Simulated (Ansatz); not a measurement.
Cartesian coordinates in Å:
```
Cl 0.6232 1.0549 -2.6261
B 0.0220 0.5073 -1.0871
N 0.6746 -0.1730 -0.0610
C -0.3679 -0.3278 0.9263
Se -1.7235 0.6034 -0.1857
H 1.6142 -0.5121 0.0617
H -0.1861 0.2098 1.8576
H -0.6565 -1.3626 1.1143
```

Total charge 0; spin multiplicity 1.

Problem. List the r2SCAN/def2-TZVPP orbital energies in eV (the Gaussian-basis code of Ansatz). (Estimate.)

Solution. Computed: Occupied: -12333.94, -2753.45, -1574.59, -1411.84, -1411.80, -1411.76, -385.96, -275.14, -254.85, -210.71, -193.39, -193.26, -193.23, -182.12, -154.19, -154.04, -153.90, -54.54, -54.52, -54.40, -54.29, -54.28, -24.59, -21.76, -18.88, -16.67, -14.15, -12.30, -12.08, -11.10, -8.99, -8.88, -8.50, -7.53, -7.14, -5.89. Lowest empty: -1.10, -0.32, 0.93, 1.04, 1.89, 1.93, 2.76, 3.03.
